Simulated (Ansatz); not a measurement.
Input for Ansatz (a first-principles code): U-PBE/def2-TZVPP on BrHPb (SMILES [Br][PbH]), a point of a bond scan (R = 2.047 Å). Elements past Kr take the def2 small-core potentials; no spin–orbit coupling.

Ansatz 0.2 input:
```yaml
crystal:
  periodic: [false, false, false]
  atoms:
    - {symbol: Pb, position_ang: [-0.44367559, -0.36613799, 0.53135789]}
    - {symbol: H, position_ang: [-1.76070567, -1.02479493, -0.89026614]}
    - {symbol: Br, position_ang: [1.08635354, 0.88537806, -1.22315198]}
basis:
  gaussian:
    orbitals: def2-TZVPP
hamiltonian:
  xc: {name: PBE}
magnetization: {spin_polarized: true, initial_magnetization: 0}
```

The head of its log:

```
WARN ansatz: RAYON_NUM_THREADS=1 ignored (pool sized by the plan → 1); use --threads N
Functional definition: PBE
integrals: 0.04 GiB planned
817 factors; their error is unknown
mean field: 0.35 GiB planned
mean field evaluation 1: about -75300.6898 eV, gradient 1.4e1 eV
mean field evaluation 2: about -75288.0556 eV, gradient 4.4e1 eV
```

### Question
What total energy does the run end on?

### Answer
-2767.3084 hartree.
